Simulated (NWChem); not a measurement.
System: CH$_{4}$MgS$_{2}$; SMILES C[S][Mg][SH]

Here is an NWChem input.

```
start job
memory heap 200 mb stack 900 mb global 1100 mb
geometry units angstroms noautoz
  Mg     0.436835    -0.813894    -0.425699
  S      0.637528    -3.107946    -0.606722
  H      0.883483    -3.262012     0.715056
  S      0.256786     1.476267    -0.234136
  C     -1.533787     1.765752     0.030936
  H     -2.138411     1.445040    -0.828900
  H     -1.665384     2.849859     0.151558
  H     -1.905785     1.276801     0.942164
end
basis spherical
  * library def2-svpd
end
dft
  xc xcamb88 1.00 lyp 0.81 vwn_5 0.19 hfexch 1.00
  cam 0.33 cam_alpha 0.19 cam_beta 0.46
  iterations 150
end
tddft
  cis
  nroots 6
  notriplet
end
task tddft energy
```

The geometry was optimised at PBE0/def2-SVP.

Vertical excitations in the gas phase.

### Question
Give the results of this calculation. (CAM-B3LYP/def2-SVPD, TDA.) Quantities: lowest excitation, singlet (eV); oscillator strength of that lowest state; lowest state with f > 0.02, singlet (eV); oscillator strength of that bright state; orbital gap (eV).

### Answer
```
Item                                      Value
----------------------------------------  -----
lowest excitation, singlet (eV)            4.24
oscillator strength of that lowest state  0.030
lowest state with f > 0.02, singlet (eV)   4.24
oscillator strength of that bright state  0.030
orbital gap (eV)                           7.26
```
